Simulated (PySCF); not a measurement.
H₃B₃Cl₃N₃, charge +1, doublet (typed; the unrestricted solution is spin-contaminated), geometry from GFN2-xTB (a state made from the parent by changing its charge; the spin is typed, not shown lowest); PySCF with CCSD(T)/STO-3G.

Here is a job for PySCF.
```python
from pyscf import gto, scf, cc

mol = gto.M(
    atom='''
Cl   -1.65132389   -2.57864702   -0.80390143
B    -0.74913786   -1.16982630   -0.36469708
N    -1.39838151    0.07266979   -0.12961545
B    -0.67903341    1.24404417    0.23232042
Cl   -1.49679272    2.74224541    0.51210369
N     0.73351184    1.14542527    0.35708998
B     1.42817127   -0.07421787    0.13237665
Cl    3.14811661   -0.16359839    0.29179773
N     0.66486967   -1.21809506   -0.22747453
H    -2.40491135    0.12497619   -0.22291032
H     1.26148045    1.96988176    0.61411692
H     1.14343090   -2.09485796   -0.39120660
''',
    basis='sto-3g',
    charge=1,
    spin=1,
    verbose=4,
)

mf = scf.UHF(mol)
mf.kernel()

mycc = cc.CCSD(mf, frozen=21)
mycc.kernel()
et = mycc.ccsd_t()
print('E(CCSD(T)) = %.10f' % (mycc.e_tot + et))
```

**Question.** What does PySCF print? Leave out banner, timings and long lists.

**Answer.** 
```
PySCF version 2.14.0

[INPUT] verbose = 4
[INPUT] num. atoms = 12
[INPUT] num. electrons = 89
[INPUT] charge = 1
[INPUT] spin (= nelec alpha-beta = 2S) = 1
[INPUT] symmetry False subgroup None
[INPUT] Mole.unit = angstrom
[INPUT] Symbol           X                Y                Z      unit          X                Y                Z       unit  Magmom
[INPUT]  1 Cl    -1.651323890000  -2.578647020000  -0.803901430000 AA   -3.120549895051  -4.872936639726  -1.519153533846 Bohr   0.0
[INPUT]  2 B     -0.749137860000  -1.169826300000  -0.364697080000 AA   -1.415665384943  -2.210651320313  -0.689177599629 Bohr   0.0
[INPUT]  3 N     -1.398381510000   0.072669790000  -0.129615450000 AA   -2.642558071556   0.137326000630  -0.244937702012 Bohr   0.0
[INPUT]  4 B     -0.679033410000   1.244044170000   0.232320420000 AA   -1.283187174329   2.350902768162   0.439021966944 Bohr   0.0
[INPUT]  5 Cl    -1.496792720000   2.742245410000   0.512103690000 AA   -2.828528306043   5.182092791246   0.967735721479 Bohr   0.0
[INPUT]  6 N      0.733511840000   1.145425270000   0.357089980000 AA    1.386136486726   2.164540056456   0.674802264026 Bohr   0.0
[INPUT]  7 B      1.428171270000  -0.074217870000   0.132376650000 AA    2.698852559272  -0.140251447849   0.250155613787 Bohr   0.0
[INPUT]  8 Cl     3.148116610000  -0.163598390000   0.291797730000 AA    5.949078201094  -0.309156151520   0.551417793470 Bohr   0.0
[INPUT]  9 N      0.664869670000  -1.218095060000  -0.227474530000 AA    1.256421584830  -2.301866057086  -0.429864562014 Bohr   0.0
[INPUT] 10 H     -2.404911350000   0.124976190000  -0.222910320000 AA   -4.544623805358   0.236170771192  -0.421239455139 Bohr   0.0
[INPUT] 11 H      1.261480450000   1.969881760000   0.614116920000 AA    2.383852561993   3.722537024176   1.160512787261 Bohr   0.0
[INPUT] 12 H      1.143430900000  -2.094857960000  -0.391206600000 AA    2.160771243365  -3.958707814265  -0.739273332122 Bohr   0.0

nuclear repulsion = 603.573825922245
number of shells = 36
number of NR pGTOs = 180
number of NR cGTOs = 60
basis = sto-3g
ecp = {}

******** <class 'pyscf.scf.uhf.UHF'> ********
method = UHF
initial guess = minao
damping factor = 0
level_shift factor = 0
DIIS = <class 'pyscf.scf.diis.CDIIS'>
diis_start_cycle = 1
diis_space = 8
diis_damp = 0
SCF conv_tol = 1e-09
SCF conv_tol_grad = None
SCF max_cycles = 50
direct_scf = True
direct_scf_tol = 1e-13
number electrons alpha = 45  beta = 44
Set gradient conv threshold to 3.16228e-05
init E= -1601.81492534543

cycle= 1 E= -1599.79903113979  delta_E= 2.02  |g|= 0.443  |ddm|= 3.41
cycle= 2 E= -1599.97348156977  delta_E= -0.174  |g|= 0.15  |ddm|= 1.04
cycle= 3 E= -1599.99282831436  delta_E= -0.0193  |g|= 0.0505  |ddm|= 0.274
cycle= 4 E= -1599.99718236132  delta_E= -0.00435  |g|= 0.0235  |ddm|= 0.121
cycle= 5 E= -1599.998644214  delta_E= -0.00146  |g|= 0.0138  |ddm|= 0.0733
cycle= 6 E= -1599.9992759382  delta_E= -0.000632  |g|= 0.00395  |ddm|= 0.0732
cycle= 7 E= -1599.99933946864  delta_E= -6.35e-05  |g|= 0.00374  |ddm|= 0.0172
cycle= 8 E= -1599.99937727009  delta_E= -3.78e-05  |g|= 0.00349  |ddm|= 0.00989
cycle= 9 E= -1599.99941243835  delta_E= -3.52e-05  |g|= 0.00371  |ddm|= 0.00893
cycle= 10 E= -1599.99922321692  delta_E= 0.000189  |g|= 0.00262  |ddm|= 0.0568
cycle= 11 E= -1599.99910729851  delta_E= 0.000116  |g|= 0.00137  |ddm|= 0.069
cycle= 12 E= -1599.99910136044  delta_E= 5.94e-06  |g|= 0.000539  |ddm|= 0.0182
cycle= 13 E= -1599.999100767  delta_E= 5.93e-07  |g|= 0.000222  |ddm|= 0.00835
cycle= 14 E= -1599.99910085309  delta_E= -8.61e-08  |g|= 0.000104  |ddm|= 0.00136
cycle= 15 E= -1599.99910088449  delta_E= -3.14e-08  |g|= 4.64e-05  |ddm|= 0.000909
cycle= 16 E= -1599.99910088769  delta_E= -3.21e-09  |g|= 1.55e-05  |ddm|= 0.000695
cycle= 17 E= -1599.99910088761  delta_E= 8.82e-11  |g|= 6.09e-06  |ddm|= 0.000257
Extra cycle  E= -1599.99910088767  delta_E= -6.55e-11  |g|= 3.37e-06  |ddm|= 1.3e-05
converged SCF energy = -1599.99910088767  <S^2> = 0.88509121  2S+1 = 2.1308132

******** <class 'pyscf.cc.uccsd.UCCSD'> ********
CC2 = 0
CCSD nocc = (np.int64(24), np.int64(23)), nmo = (39, 39)
frozen orbitals 21
max_cycle = 50
direct = 0
conv_tol = 1e-07
conv_tol_normt = 1e-06
diis_space = 6
diis_start_cycle = 0
diis_start_energy_diff = 1e+09
Init t2, MP2 energy = -0.28962288602155
Init E_corr(UCCSD) = -0.289622886038152
cycle = 1  E_corr(UCCSD) = -0.320245409244417  dE = -0.0306225232  norm(t1,t2) = 0.130048
cycle = 2  E_corr(UCCSD) = -0.337440125741099  dE = -0.0171947165  norm(t1,t2) = 0.0543078
cycle = 3  E_corr(UCCSD) = -0.347780534287387  dE = -0.0103404085  norm(t1,t2) = 0.0362148
cycle = 4  E_corr(UCCSD) = -0.351254851454531  dE = -0.00347431717  norm(t1,t2) = 0.0147591
cycle = 5  E_corr(UCCSD) = -0.351012955947583  dE = 0.000241895507  norm(t1,t2) = 0.00862381
cycle = 6  E_corr(UCCSD) = -0.351059786540868  dE = -4.68305933e-05  norm(t1,t2) = 0.00321496
cycle = 7  E_corr(UCCSD) = -0.351156274371003  dE = -9.64878301e-05  norm(t1,t2) = 0.00186087
cycle = 8  E_corr(UCCSD) = -0.351151546360895  dE = 4.72801011e-06  norm(t1,t2) = 0.000795628
cycle = 9  E_corr(UCCSD) = -0.351122247304571  dE = 2.92990563e-05  norm(t1,t2) = 0.000401672
cycle = 10  E_corr(UCCSD) = -0.351123602000204  dE = -1.35469563e-06  norm(t1,t2) = 0.000199685
cycle = 11  E_corr(UCCSD) = -0.351125739561107  dE = -2.1375609e-06  norm(t1,t2) = 6.41627e-05
cycle = 12  E_corr(UCCSD) = -0.351125970349137  dE = -2.3078803e-07  norm(t1,t2) = 2.59654e-05
cycle = 13  E_corr(UCCSD) = -0.351125426354443  dE = 5.43994694e-07  norm(t1,t2) = 1.3519e-05
cycle = 14  E_corr(UCCSD) = -0.351124542963218  dE = 8.83391225e-07  norm(t1,t2) = 6.50738e-06
cycle = 15  E_corr(UCCSD) = -0.351124288227559  dE = 2.54735659e-07  norm(t1,t2) = 2.37976e-06
cycle = 16  E_corr(UCCSD) = -0.351124170430079  dE = 1.1779748e-07  norm(t1,t2) = 1.03691e-06
cycle = 17  E_corr(UCCSD) = -0.351124117266708  dE = 5.31633708e-08  norm(t1,t2) = 4.75337e-07
UCCSD converged
E(UCCSD) = -1600.350225004938  E_corr = -0.3511241172667079
UCCSD(T) correction = -0.0119287812133245
E(CCSD(T)) = -1600.3621537862
```
